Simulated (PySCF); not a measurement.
Unknowns

Calculated, not measured (PySCF 2.14.0 with density-fitted response routines): PBE0/pcSseg-1 with gauge-including orbitals, J couplings at B3LYP/pcJ-1 (spin–dipole term left out of most H,H and C,H couplings), PBE0-D3(BJ)/def2-SVP geometry. Fast rotation and ring inversion assumed for equivalent nuclei, no relativistic terms, one computed conformer, isolated molecule.

References, each an isolated molecule treated in the same way: 1H, 13C vs TMS. Multiplet labels drop J under 1 Hz and among equivalent protons, and merge close values. Unscaled 3J(H,H) run several per cent high. Where no couplings were computed, multiplicities follow the n + 1 count of equivalent neighbours, and m marks all less simple cases (inequivalent or close neighbours, rings, F or P nearby). Vicinal couplings that depend on rotamer populations or ring flexing (ring, CH–CH, X–H and H–F types) are those of the one conformer. One-bond C–F couplings are unscaled and too large by tens of Hz. Couplings to H on boron are left out. Carbons bonded to boron are broad in practice. Shifts are as computed. Against solution values, carbons near 30 ppm lie about +2 ppm off and those near 130 ppm about +5 ppm; carbons on Cl a further +5 ppm. Of 1313 compounds with measured shifts, 239 miss one by over three times the rms of a fit or turn the order of signals round; such compounds aren't used in these exercises. Across acyclic CH2–CH2 and CH–CH2 bonds, 3J(H,H) assumes equally populated rotamers. Carbons bonded to Cl come out too deshielded.

Q: C₃H₇BFN. 1H NMR (400 MHz, computed): δ 4.57 (dt, J = 51.8, 8.6 Hz, 2H), 2.82 (tdq, J = 8.6, 6.3, 6.1 Hz, 2H), 2.16 (br, 3H). 13C{1H} NMR (computed): δ 112.0 (d, J = 22.1 Hz), 78.1 (d, J = 250.1 Hz), 20.0 (d, J = 32.0 Hz). Identify the compound.

A: `InChI=1S/C3H7BFN/c4-6-3-1-2-5/h1-2H2,4H3`. 3 carbon signals for 3 carbons: no two carbons are equivalent. Carbon types of the structure: 1 × C, 2 × CH2, leaving 3 H on heteroatoms. δC 112.0: nitrilium-type carbon. δC 78.1: sp3 CH2 bonded to F; deshielded by the electronegative neighbour. δC 20.0: sp3 CH2 α to a nitrile; saturated and bonded to C and H only. δH 4.57: hydrogen on an sp3 CH2 bonded to F; its carbon carries F, hence the downfield position. The protons at 2.82 and 4.57 share a coupling of 8.6 Hz (vicinal).

The data come from this structure; uniqueness wasn't tested.

Q: C₇H₁₁ClO. 1H NMR (600 MHz, computed): δ 5.90 (q, 1H), 2.14 (sept, 1H), 2.07 (d, 3H), 1.16 (d, 6H). 13C{1H} NMR (computed): δ 178.7 (C), 154.2 (C), 140.8 (CH), 42.8 (CH), 23.1 (CH3), 18.7 (CH3). Identify the compound.

A: SMILES C/C=C(\C(=O)Cl)C(C)C. The formula gives 2 degrees of unsaturation (no ring in the answer). 6 carbon signals for 7 carbons: some carbons are equivalent by symmetry or fast rotation. Carbon types of the structure: 2 × C, 2 × CH, 3 × CH3, which accounts for all hydrogens. δC 178.7: carbonyl carbon. δC 154.2: α carbon of a C=C–C=O unit; the olefinic region. δC 140.8: β carbon of a C=C–C=O unit; conjugation with the carbonyl draws π density from the β position. δH 2.14: hydrogen on an allylic sp3 CH; allylic position.

The shifts were computed for this structure.
